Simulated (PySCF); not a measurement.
## Polarisability and C₆ of Re (rhenium, neutral)

[Xe] 4f14 5d5 6s2, high-spin 6S determinant. Calculation: PySCF 2.14, in aug-cc-pVQZ-PP with ECP60MDF (7s7p6d4f3g2h, 135 functions); scalar relativity through the core potential. Coupled (time-dependent) response in atomic units; α is the mean over directions.

```csv
method,mean α (bohr³),C₆ (like pair),S(−4)
r2SCAN0,71.22,855.5,2454
```

S(−4) is the Cauchy moment in α(ω) = α(0) + S(−4) ω² + …

Reference α: 62 ± 3 bohr³ (recommended; Schwerdtfeger and Nagle, table of static dipole polarizabilities (2023 update)). Published C₆: 663.0 (Gould and Bucko (2016)).

α(iu) at r2SCAN0:

```tsv
u (hartree)	α(iu) (bohr³)
0	71.22
0.0500	65.90
0.100	55.50
0.200	37.45
0.300	26.24
0.500	15.22
0.750	9.452
1.00	6.620
1.50	3.879
2.00	2.577
3.00	1.376
5.00	0.5733
```

A single London oscillator, α(iu) = α/(1 + u²/ω²), gives C₆ = (3/4) ω α². Matching the computed C₆ needs ω = 4 × 855.5 / (3 × 71.22²) = 0.225 hartree.

Energies and moments cover only the electrons outside the core potential. Spin-orbit coupling, which splits the p, d and f shells strongly at this Z, is absent.
